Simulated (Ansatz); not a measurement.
ClH$_{6}$NSi$_{2}$ (`[SiH3]N[SiH2]Cl`) at its PBE0-D4/def2-TZVP geometry, where that method's forces vanish. Charge 0, multiplicity 1.

```xyz
10

Si    1.0545   -1.1679   -0.0757
N     0.0380    0.1098   -0.6587
Si   -0.8959    1.2003    0.2670
Cl   -2.7411    0.4425    0.8013
H     1.2230   -0.9445    1.3812
H     0.4604   -2.5116   -0.3070
H     2.3764   -1.1315   -0.7549
H    -0.1626    0.1010   -1.6498
H    -0.1821    1.4869    1.5284
H    -1.1705    2.4149   -0.5317
```

Problem. What forces (eV/Å) does ωB97M-V/def2-TZVPP give on these atoms in Ansatz? (Estimate.)

Solution. The calculation gave: 
```
Si1  0.149 -0.171  0.063
N2  -0.026 -0.009 -0.050
Si3  0.064  0.242  0.062
Cl4 -0.033 -0.023  0.008
H5  -0.025 -0.021 -0.164
H6   0.069  0.162  0.029
H7  -0.159 -0.006  0.083
H8   0.008  0.006  0.021
H9  -0.082 -0.035 -0.150
H10  0.034 -0.145  0.098
```
